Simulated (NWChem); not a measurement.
System: CH2NO cation; SMILES [NH2+]=C=O

Here is an NWChem input.

```
start job
memory heap 200 mb stack 900 mb global 1100 mb
charge 1
geometry units angstroms
  N     -1.175502     0.020075    -0.045402
  C      0.072793    -0.001433     0.003025
  O      1.191029    -0.020219     0.046100
  H     -1.705243     0.896750    -0.040080
  H     -1.732734    -0.838174    -0.093363
end
basis spherical
  * library def2-svp
end
dft
  xc pbe0
  iterations 150
end
driver
  maxiter 120
end
task dft optimize
task dft freq
```

The level has its own optimisation; frequencies are unscaled.

Question: What results follow from this input? (PBE0/def2-SVP.) Quantities: r C–N (Å); r H–N (Å); r C–O (Å); highest harmonic frequency (cm⁻¹); lowest (cm⁻¹); zero-point energy (kcal/mol).

Answer: r C–N (Å): 1.269
r H–N (Å): 1.028
r C–O (Å): 1.127
highest harmonic frequency (cm⁻¹): 3561
lowest (cm⁻¹): 459
zero-point energy (kcal/mol): 21.3
